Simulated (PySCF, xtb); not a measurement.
Al(F)(Br)(Et) (C2H5AlBrF), SMILES C[CH2][Al]([F])[Br].

xtb with GFN2-xTB at its own geometry gives an orbital gap of 3.99 eV and a dipole moment of 4.47 D.

Geometry optimised at B3LYP-D3(BJ)/def2-SVP. The structure was generated by enumeration; whether it is a known compound was not checked. The values are those of a single conformer.

What does PBE0/def2-TZVP (PySCF) give? (The exact figures need the calculation; the answer reports its results.)

gap 7.58 eV (levels -8.30 and -0.73 eV), dipole 2.29 D.
